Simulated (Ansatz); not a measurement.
Ansatz (a first-principles code) input (CCSD(T)/def2-SVPD):

Ansatz 0.2 input:
```yaml
crystal:
  periodic: [false, false, false]
  atoms:
    - {symbol: Ge, position_ang: [0.45031041, 0.44393230, -0.32386016]}
    - {symbol: O, position_ang: [-0.85024685, 1.29591660, -0.93438139]}
    - {symbol: Cl, position_ang: [-0.44752695, -1.44548037, 1.04932800]}
basis:
  gaussian:
    orbitals: def2-SVPD
total_charge: -1
magnetization: {spin_polarized: false}
correlation: {method: ccsd_t, electrons: outside_noble_gas}
output: {forces: true}
```

Output:

```
Functional definition: HF
integrals: 0.09 GiB planned
832 factors; integrals over basis functions are off by at most 6.9e-4 eV
mean field: 0.35 GiB planned
mean field evaluation 1: about -71002.4345 eV, gradient 2.6e1 eV
mean field evaluation 2: about -71002.4923 eV, gradient 2.7e1 eV
mean field evaluation 4: about -71004.2438 eV, gradient 2.6e0 eV
mean field evaluation 8: about -71004.2718 eV, gradient 3.2e-1 eV
mean field evaluation 16: about -71004.2727 eV, gradient 2.3e-6 eV
mean field -71004.27271740 eV, -2609.3588939399 hartree, gradient 2.3e-6 eV, S^2 0.000000; 0 other end points of the search recorded, 0 dependent functions left out
20 core orbitals not correlated
reference -71004.27271740 eV, -2609.3588939399 hartree; 9, 9 occupied and 59, 59 virtual orbitals, 832 factors
densities: 0.26 GiB planned
second order -12.32122636 eV of doubles, -0.00000000 eV of singles
coupled cluster: 0.20 GiB planned
cycle   1  -11.96786834 eV  change    3.5e-1 eV  update   1.6e-1
cycle   2  -12.42214528 eV  change   -4.5e-1 eV  update   7.4e-2
cycle   3  -12.56951338 eV  change   -1.5e-1 eV  update   3.2e-2
cycle   4  -12.56816375 eV  change    1.3e-3 eV  update   1.1e-2
cycle   5  -12.56162773 eV  change    6.5e-3 eV  update   4.4e-3
cycle   6  -12.56372905 eV  change   -2.1e-3 eV  update   1.8e-3
cycle   7  -12.56378406 eV  change   -5.5e-5 eV  update   6.7e-4
cycle   8  -12.56348304 eV  change    3.0e-4 eV  update   2.7e-4
cycle   9  -12.56350227 eV  change   -1.9e-5 eV  update   8.6e-5
cycle  10  -12.56353749 eV  change   -3.5e-5 eV  update   3.9e-5
cycle  11  -12.56349304 eV  change    4.4e-5 eV  update   2.1e-5
cycle  12  -12.56349197 eV  change    1.1e-6 eV  update   9.7e-6
cycle  13  -12.56350203 eV  change   -1.0e-5 eV  update   4.1e-6
perturbative correction -0.53269613 eV, -0.0195762219 hartree
the calculation of the forces begins
Total energy: -71017.36891557 eV, -2609.8401703456 hartree
Atom 0 at     0.450310     0.443932    -0.323860 Å, force     0.632873    -0.278977     0.198857 eV/Å
Atom 1 at    -0.850247     1.295917    -0.934381 Å, force    -0.581022     0.363980    -0.260694 eV/Å
Atom 2 at    -0.447527    -1.445480     1.049328 Å, force    -0.051851    -0.085003     0.061837 eV/Å
Dipole moment:     0.658041     0.108585    -0.082006 e Å
```
